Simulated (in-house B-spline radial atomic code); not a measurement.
Response and correlation of V XIV (V13+)

Closed shell [He] 2s2 2p6. Computed with an all-electron radial atomic-structure program (B-spline basis): Dirac-Hartree-Fock, relativistic RPA (time-dependent Dirac-Hartree-Fock) for the response and second-order many-body perturbation theory for correlation, no-pair Dirac-Coulomb Hamiltonian, finite nucleus.

Command:
```bash
python run_mb.py task.json out
```
Settings (nuclear radius in fm, box in bohr, cutoff in hartree):
```
basis_form          2
Z                   23
core_configuration  [He] 2s2 2p6
rms_radius          3.6002
mass_number         51
speed_of_light      137.036
box_radius          5.449
lmax                7
intervals           60
virtual_cutoff      13225.0
```

Run time, properties included: 0.9 s on 1 thread of AMD EPYC 7R43 64-Core Processor, with other jobs on the host.

```tsv
multipole (bohr³, bohr⁵, bohr⁷)	uncoupled	coupled RPA
dipole	0.010109	0.010296
quadrupole	0.0014385	?
octupole	0.00032731	0.00034877
```

**Question.** What is the coupled quadrupole polarisability?

**Answer.** 0.0015346 atomic units, +7 % against the uncoupled value.

**Question.** Which subshells carry the dipole polarisability?

**Answer.** 2p3/2 58.9 %, 2p1/2 28.4 %, 2s1/2 12.5 %.

**Question.** What does the dipole shielding factor come to?

**Answer.** The dipole shielding factor is 0.435, against the exact N/Z = 10/23 = 0.435 of the non-relativistic theorem.

Dipole polarisability at imaginary frequency:

| u (Eh) | α(iu) (bohr³) |
| --- | --- |
| 0 | 0.0103 |
| 1.05 | 0.01028 |
| 2.62 | 0.01018 |
| 5.24 | 0.009841 |
| 7.86 | 0.009333 |
| 10.5 | 0.008707 |
| 15.7 | 0.007357 |
| 21 | 0.006064 |
| 26.2 | 0.004995 |
| 36.7 | 0.003437 |
| 52.4 | 0.002114 |
| 78.6 | 0.001116 |
| 105 | 0.0006799 |
| 157 | 0.0003307 |
| 262 | 0.000128 |
| 524 | 3.421e-05 |

**Question.** What dispersion coefficients follow for two such ions (the dispersion part alone)?

**Answer.** C6 = (3/π)∫α(iu)²du = 0.002036 hartree·bohr⁶ and C8 = 0.001587 hartree·bohr⁸.

Lowest J = 1 odd-parity excitations:

| energy (eV) | oscillator strength | leading channel | weight |
| --- | --- | --- | --- |
| 522.53 | 0.109 | 2p3/2 → s1/2 | 0.959 |
| 529.53 | 0.123 | 2p1/2 → s1/2 | 0.958 |
| 583.9 | 0.00892 | 2p3/2 → d3/2 | 0.702 |
| 591.71 | 0.383 | 2p3/2 → d5/2 | 0.459 |
| 601 | 2.3 | 2p1/2 → d3/2 | 0.704 |
| 660.5 | 0.0173 | 2s1/2 → p1/2 | 0.857 |
| 663.67 | 0.275 | 2s1/2 → p3/2 | 0.859 |
| 700.41 | 0.0231 | 2p3/2 → s1/2 | 0.995 |

Second-order correlation energy by the highest angular momentum of the excited pair (hartree): s -0.01865, p -0.1345, d -0.1705, f -0.04732, g -0.0185, h -0.007027, i -0.003233, k -0.001685.

**Question.** What is the second-order correlation energy at the partial-wave limit?

**Answer.** The listed waves sum to -0.40148 hartree; extrapolating the increments as (l + 1/2)⁻⁴ gives -0.40492 hartree, -1.1 eV per electron.
